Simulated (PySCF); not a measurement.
C3H12O4SiSn, SMILES C[Si](C)(C)[O][Sn]([OH])([OH])[OH] (GFN2-xTB optimised geometry):

```
21

C      1.138     1.115     1.278
Si    -0.051     0.810    -0.173
C     -1.555     1.966    -0.129
C      0.878     0.907    -1.827
O     -0.733    -0.679     0.000
Sn    -0.039    -2.432     0.000
O     -0.716    -3.305     1.529
O     -0.566    -3.401    -1.530
O      1.848    -2.432     0.000
H      0.607     1.142     2.225
H      1.671     2.054     1.173
H      1.874     0.316     1.334
H     -2.228     1.769    -0.956
H     -2.117     1.850     0.791
H     -1.235     2.999    -0.198
H      1.270     1.901    -2.013
H      0.227     0.646    -2.656
H      1.714     0.213    -1.834
H     -0.723    -2.773     2.327
H     -1.514    -3.489    -1.642
H      2.228    -2.999    -0.674
```

Level of theory: PBE0/def2-SVP, def2 effective core potentials past Kr in PySCF 2.14.0.

**Question.** What are the frontier orbital energies and the dipole moment?

**Answer.** HOMO-2 -8.80 eV, HOMO-1 -8.03 eV, HOMO -7.99 eV, LUMO -0.77 eV, LUMO+1 1.48 eV; dipole moment 0.94 D.
